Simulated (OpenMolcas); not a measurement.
**Ni²⁺: input and output**

Input:

```
&GATEWAY
Coord
1

Ni 0.0 0.0 0.0
Basis=ANO-RCC-VQZP
Group=XYZ
NoMove
AngMom=0.0 0.0 0.0
AMFI
&SEWARD
* reference wave functions (RASSCF and RASSI steps not shown): 8 electrons in 6 orbitals (3d 4s)
>>> COPY JOB001 $Project.JobIph
&CASPT2
Multistate=55 1 2 3 4 5 6 7 8 9 10 11 12 13 14 15 16 17 18 19 20 21 22
23 24 25 26 27 28 29 30 31 32 33 34 35 36 37 38 39 40 41 42 43 44 45 46
47 48 49 50 51 52 53 54 55
Frozen=2 3
IPEA=0.5
Imaginary=0.1
MaxIter=60
WThr=0.0 0.3 0.05
PrWF=0.5
NoMix
>>> COPY JOB002 $Project.JobIph
&CASPT2
Multistate=10 1 2 3 4 5 6 7 8 9 10
Frozen=2 3
IPEA=0.5
Imaginary=0.1
MaxIter=60
WThr=0.0 0.3 0.05
PrWF=0.5
NoMix
>>> COPY JOB003 $Project.JobIph
&CASPT2
Multistate=50 1 2 3 4 5 6 7 8 9 10 11 12 13 14 15 16 17 18 19 20 21 22
23 24 25 26 27 28 29 30 31 32 33 34 35 36 37 38 39 40 41 42 43 44 45 46
47 48 49 50
Frozen=2 3
IPEA=0.5
Imaginary=0.1
MaxIter=60
WThr=0.0 0.3 0.05
PrWF=0.5
NoMix
```

Launched by
```bash
OMP_NUM_THREADS=1 MOLCAS_MEM=1689 MOLCAS_PROJECT=a pymolcas a.inp > a.log  # once for each step of the input, in one work folder
```

Output, cut to the results:

```
--- CASPT2 ---
Orbital specifications:
      -----------------------

      Symmetry species                           1   2
                                                ag  au
      Frozen orbitals                            2   3
      Inactive orbitals                          1   3
      Active orbitals                            6   0
      Secondary orbitals                        36  44
      Deleted orbitals                           0   0
      Number of basis functions                 45  50
Type of calculation                        MS-CASPT2
      Fock operator                              state-specific
      IPEA shift                                 0.50
      Real shift                                 0.00
      Imaginary shift                            0.10
      The input orbitals will be transformed to quasi-canonical
Reference energy:       -1518.1510391573
      E2 (Non-variational):      -0.7712354856
      Shift correction:          -0.0002745840
      E2 (Variational):          -0.7715100697
      Total energy:           -1518.9225492270
      Residual norm:              0.0000004317
      Reference weight:           0.92045
      Contributions to the CASPT2 correlation energy
      Active & Virtual Only:         -0.3340277652
      One Inactive Excited:          -0.3313150485
      Two Inactive Excited:          -0.1058926720
Reference energy:       -1518.1510391573
      E2 (Non-variational):      -0.7715665723
      Shift correction:          -0.0002757394
      E2 (Variational):          -0.7718423116
      Total energy:           -1518.9228814689
      Residual norm:              0.0000004046
      Reference weight:           0.92035
      Contributions to the CASPT2 correlation energy
      Active & Virtual Only:         -0.3341355051
      One Inactive Excited:          -0.3315460831
      Two Inactive Excited:          -0.1058849841
::    CASPT2 Root  1     Total energy:  -1518.92254923
::    CASPT2 Root  2     Total energy:  -1518.92288147
::    CASPT2 Root  3     Total energy:  -1518.92225145
::    CASPT2 Root  4     Total energy:  -1518.92301678
::    CASPT2 Root  5     Total energy:  -1518.92308984
::    CASPT2 Root  6     Total energy:  -1518.92223403
::    CASPT2 Root  7     Total energy:  -1518.92191171
::    CASPT2 Root  8     Total energy:  -1518.85044215
::    CASPT2 Root  9     Total energy:  -1518.85044214
::    CASPT2 Root 10     Total energy:  -1518.85044209
::    CASPT2 Root 11     Total energy:  -1518.64939318
::    CASPT2 Root 12     Total energy:  -1518.64961609
::    CASPT2 Root 13     Total energy:  -1518.64870669
::    CASPT2 Root 14     Total energy:  -1518.64928908
::    CASPT2 Root 15     Total energy:  -1518.64843668
::    CASPT2 Root 16     Total energy:  -1518.64991033
::    CASPT2 Root 17     Total energy:  -1518.65034171
::    CASPT2 Root 18     Total energy:  -1518.58496756
::    CASPT2 Root 19     Total energy:  -1518.58483555
::    CASPT2 Root 20     Total energy:  -1518.58504826
::    CASPT2 Root 21     Total energy:  -1518.58504824
::    CASPT2 Root 22     Total energy:  -1518.58492101
::    CASPT2 Root 23     Total energy:  -1518.58510142
::    CASPT2 Root 24     Total energy:  -1518.58503347
::    CASPT2 Root 25     Total energy:  -1518.58492597
::    CASPT2 Root 26     Total energy:  -1518.58482480
::    CASPT2 Root 27     Total energy:  -1518.56979853
::    CASPT2 Root 28     Total energy:  -1518.56979852
::    CASPT2 Root 29     Total energy:  -1518.56979867
::    CASPT2 Root 30     Total energy:  -1518.55365495
--- CASPT2 ---
Orbital specifications:
      -----------------------

      Symmetry species                           1   2
                                                ag  au
      Frozen orbitals                            2   3
      Inactive orbitals                          1   3
      Active orbitals                            6   0
      Secondary orbitals                        36  44
      Deleted orbitals                           0   0
      Number of basis functions                 45  50
Type of calculation                        MS-CASPT2
      Fock operator                              state-specific
      IPEA shift                                 0.50
      Real shift                                 0.00
      Imaginary shift                            0.10
      The input orbitals will be transformed to quasi-canonical
Reference energy:       -1518.0181639479
      E2 (Non-variational):      -0.6618325769
      Shift correction:          -0.0001010401
      E2 (Variational):          -0.6619336170
      Total energy:           -1518.6800975649
      Residual norm:              0.0000001296
      Reference weight:           0.94045
      Contributions to the CASPT2 correlation energy
      Active & Virtual Only:         -0.2341127803
      One Inactive Excited:          -0.3129448529
      Two Inactive Excited:          -0.1147749437
Reference energy:       -1518.0181639479
      E2 (Non-variational):      -0.6616132860
      Shift correction:          -0.0001007526
      E2 (Variational):          -0.6617140386
      Total energy:           -1518.6798779865
      Residual norm:              0.0000001459
      Reference weight:           0.94053
      Contributions to the CASPT2 correlation energy
      Active & Virtual Only:         -0.2339581909
      One Inactive Excited:          -0.3128982523
      Two Inactive Excited:          -0.1147568428
::    CASPT2 Root  1     Total energy:  -1518.68009756
::    CASPT2 Root  2     Total energy:  -1518.67987799
::    CASPT2 Root  3     Total energy:  -1518.68125265
::    CASPT2 Root  4     Total energy:  -1518.67915298
::    CASPT2 Root  5     Total energy:  -1518.67914350
::    CASPT2 Root  6     Total energy:  -1518.68033435
::    CASPT2 Root  7     Total energy:  -1518.68094893
::    CASPT2 Root  8     Total energy:  -1518.60081226
::    CASPT2 Root  9     Total energy:  -1518.60081231
...
```

Levels above the lowest, from the spin-orbit matrix with the multistate effective Hamiltonian, averaged by term, added to it:

```
Configuration   Term  J  E (cm-1)  Measured (cm-1)       g  Term weight %    Second
          3d8     3F  4       0.0              0.0   1.250            100          
          3d8     3F  3      1461             1361   1.084            100          
          3d8     3F  2      2430             2270   0.669             99          
          3d8     1D  2     13190            14032   1.040             90      9 3P
          3d8     3P  2     16890            16662   1.458             91      9 1D
          3d8     3P  1     17290            16978   1.501            100          
          3d8     3P  0     17560            17231                    100          
          3d8     1G  4     22560            23109   1.000            100          
          3d8     1S  0     51500            52532                    100          
       3d7 4s     5F  5     53170            53704   1.400            100          
       3d7 4s     5F  4     54080            54658   1.350             99          
       3d7 4s     5F  3     54800            55406   1.250            100          
       3d7 4s     5F  2     55320            55952   1.000            100          
       3d7 4s     5F  1     55670            56308  -0.001            100          
       3d7 4s  3F(1)  4     60120                    1.250             99          
       3d7 4s  3F(1)  3     61340                    1.084             99          
       3d7 4s  3F(1)  2     62190                    0.668            100          
       3d7 4s     5P  3     71330            71067   1.667            100          
       3d7 4s     5P  2     71630            71384   1.823             96   4 3P(2)
       3d7 4s     5P  1     72100            71842   2.480             98   2 3P(2)
       3d7 4s     3G  5     74670            75124   1.198             98          
       3d7 4s     3G  4     75160            75647   1.046             96      2 1G
       3d7 4s     3G  3     75730            76237   0.750            100          
       3d7 4s  3P(1)  2     77810                    1.494             58  37 3P(2)
```

Against the 19 measured excited levels shown (Corliss and Sugar, J. Phys. Chem. Ref. Data 10, 197 (1981)) the mean absolute deviation is 460 cm-1; the largest miss in energy is 3d8 1S0: computed 51500, measured 52532 cm-1 (-2.0 %), and the largest in proportion 3d8 3F3 (+7.4 %).

CASPT2 does not keep the components of a term degenerate, so their means are used; among the terms shown or strongly mixed into the levels shown the widest spread is 2200 cm-1 (3d8 3F). Some levels mix across a computed gap that differs much from the measured one, so their mixing is not that of the real levels. Terms from blocks run as CI alone lack orbitals of their own. A single d shell beside an s shell can misplace configurations of different d count against each other. Measured partners are found by configuration, term and J. A level has none where our copy of the source lacks it or the pairing is in doubt (some pairs that miss far off the trend of their configuration count as doubtful), and it then counts in no deviation. Only configurations of the active space appear. The first state left out of the spin-orbit step lies near 110000 cm-1 above the lowest spin-free state of the reference (among the parities and spins computed), and the list stops at four fifths of that energy or lower. The table shows the lowest 24 of 39 levels.

The CASPT2 steps took 89 s on 1 thread of Arm Neoverse V1 (shared host); the integral step is not counted.

The term weight is that of the spin-free term in the level, not the purity of its configuration. A number in round brackets counts repeated terms of one configuration in the order of the reference energies.
